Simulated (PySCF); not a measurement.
Compound: C₄H₅F₃.
Structure used (GFN2-xTB), in Å, numbered top down from 1:
```
atom  x, y, z in Å
F1     2.1720    0.2813   -1.1250
C2     1.0486   -0.4315   -0.8688
F3     1.4506   -1.7234   -0.7446
C4     0.3959    0.0464    0.4000
C5    -0.9998   -0.4293    0.7141
C6    -0.7700    0.9872    0.3137
F7    -1.1878    1.3710   -0.9226
H8     0.3935   -0.3663   -1.7504
H9     1.0980    0.1784    1.2132
H10   -1.4745   -1.0762   -0.0077
H11   -1.2534   -0.6453    1.7391
H12   -0.8719    1.8070    1.0129
```

Method used: PySCF 2.14.0, density-fitted response routines, TDDFT PBE0/def2-SVPD, vertical, gas phase, core orbitals frozen in the response.

Kohn–Sham orbitals with the atoms that hold most of them (Löwdin shares over 4%, at most four atoms; ? is withheld):

```tsv
orbital	ε (eV)	atoms
HOMO-3	-11.53	F3 43%, F1 21%, F7 11%, C5 6%
HOMO-2	-9.86	F3 21%, C2 20%, F1 20%, C4 15%
HOMO-1	-9.33	?
HOMO	-8.86	C6 28%, F7 23%, C4 19%, C5 16%
LUMO	?	?
LUMO+1	1.02	H10 21%, C5 17%, F3 11%, H8 10%
LUMO+2	1.23	C2 18%, H8 15%, F7 15%, F1 12%
```

Task: Which atoms hold the HOMO-1, and with what shares?

Result: C5 (bonded to 2 C and 2 H) 28%; C4 (bonded to 3 C and H) 26%; C6 (bonded to 2 C, F and H) 13%; F7 (bonded to C) 12%. By element: carbon 67% or more, fluorine 12% or more.

Task: Which atoms hold the LUMO, and with what shares?

Result: C6 (bonded to 2 C, F and H) 20%; H12 (bonded to C) 15%; H11 (bonded to C) 15%; C5 (bonded to 2 C and 2 H) 14%. By element: carbon 33% or more, hydrogen 30% or more.

Task: What is the LUMO energy, and the HOMO–LUMO gap?

Result: ε(LUMO) = 0.65 eV; the gap is 9.51 eV (0.3494 hartree).

Task: How does S1 compare with the orbital gap of 9.51 eV?

Result: S1 is at 8.09 eV (f = 0.0006), 1.42 eV below the gap, made of HOMO→LUMO (94%). Without the coupling terms of the response equations the lowest excitation would equal the gap.

Task: One configuration dominates each of S1, S2 and S5. Which, and how do the shares of the two leading atoms of either orbital change from the occupied to the empty one?

Result: 
- S1 (8.09 eV, f 0.0006), HOMO→LUMO (94%): C6 28% → 20%, F7 23% → at most 14%, H12 at most 14% → 15%
- S2 (8.57 eV, f 0.0047), HOMO-1→LUMO (90%): C5 28% → 14%, C4 26% → at most 14%, C6 13% → 20%, H12 at most 13% → 15%
- S5 (9.13 eV, f 0.036), HOMO-1→LUMO+1 (81%): C5 28% → 17%, C4 26% → at most 10%, H10 at most 13% → 21%

Hardware: one thread of an AMD EPYC 9R14, no GPU, shared host. Cost: 17 s, 0.75 GiB resident at most.

One conformer stands for the species.
